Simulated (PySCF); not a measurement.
Property card for AsH2Me, `C[AsH2]`

Species: AsH2Me, CH5As.
Structure used (PBE0-D3(BJ)/def2-SVP), in Å, numbered top down from 1:
```xyz
7
CH5As angstrom
As     0.470    0.787    0.891
H      1.740    0.838    0.046
H     -0.167    1.924    0.095
C     -0.385   -0.671   -0.127
H      0.114   -1.616    0.129
H     -0.335   -0.517   -1.213
H     -1.437   -0.744    0.181
```

PBE0-D3(BJ)/def2-SVP geometry optimisation, gas phase (PySCF):

| Quantity | Value |
| --- | --- |
| Point group | Cs |
| Rotational constants A, B, C | 64.793, 8.842, 8.804 GHz |

**CAM-B3LYP/def2-SVPD ground state and vertical TDDFT (core frozen in the response) (PySCF)**

| Item | Value |
| --- | --- |
| Dipole moment | 0.89 D |
| HOMO energy | -8.52 eV |
| LUMO energy | 0.95 eV |
| HOMO–LUMO gap | 9.47 eV |
| Lowest singlet excitation | 6.28 eV (198 nm, f = 0.069) |
| Strongest line among the 10 lowest singlet transitions | S2 at 6.89 eV (180 nm, f = 0.141) |
| Lowest triplet excitation (Tamm–Dancoff) | 5.41 eV |
| Static isotropic polarisability | 46.9 au |
| Electronic spatial extent ⟨r²⟩ about the centre of nuclear charge | 202 bohr² |

PBE0/pcSseg-1 ground state and GIAO shieldings, non-relativistic (PySCF):

| Property | Result |
| --- | --- |
| Lowest Hirshfeld atomic charge | -0.17 e on C4 |
| Highest Hirshfeld atomic charge | +0.12 e on As1 |
| 13C chemical shifts (computed TMS as zero) by class | -2.2 (C4) ppm |
| 1H chemical shifts (computed TMS as zero) by class | 3.05 (H2/H3), 0.90 (H5/H6/H7) ppm |
| Isotropic shieldings of nuclei other than C and H, by class | 1711 (As1) ppm |
| Mayer bond orders between heavy atoms | As1–C4 1.03 |

**B3LYP/pcJ-1 As:pcSseg-1 indirect spin-spin coupling, non-relativistic, gas phase (PySCF)**

| Quantity | Value |
| --- | --- |
| Largest of the computed one-bond spin–spin couplings (means over like bonds) | 13C–1H +142.4 (C4–H5 and 2 like it) Hz |

From delta-SCF UKS SCAN, pcX-2 on the ionised atom, pcseg-1 elsewhere, spin-free X2C (PySCF):

| Item | Value |
| --- | --- |
| Core binding energies | C1s 290.6 (C4) eV |

Monoisotopic mass from the formula: 91.9607 u.

The polarisability is 6.94 Å³ as a volume (1 au = 0.148185 Å³), or 1.06 au for each of the 44 electrons. The rotational constants make it an asymmetric top with κ = (2B − A − C)/(A − C) = -1.00, nearer the prolate limit (−1). The dipole equals about 3.0 × 10⁻³⁰ C·m (1 D = 3.33564 × 10⁻³⁰ C·m). The 10 singlets span 6.28 to 9.35 eV, and their oscillator strengths add up to 0.56. With B = h/(8π²I), that is 505.379 GHz u Å² over I, the principal moments of inertia are 7.8, 57.2 and 57.4 u Å² (most abundant isotopes); the inertial defect Ic − Ia − Ib is -7.6 u Å² (zero for a rigid planar frame, negative otherwise).

Geometry: PBE0-D3(BJ)/def2-SVP; no solvent or vibrations. The calculation (core ionisation apart) is non-relativistic and has no spin–orbit coupling, an omission that weighs most on arsenic. Atoms bound to As lack the heavy atom's spin–orbit term in their shielding, so their NMR values are less reliable. NMR classes are plain means over equivalent atoms (diastereotopic ones count apart unless rotation or inversion swaps them), as if these changed places fast; in this geometry the members of some classes differ.

For the NMR shielding job (PBE0/pcSseg-1), on Arm Neoverse V2, one thread, on a shared host, this took 4.0 s wall.
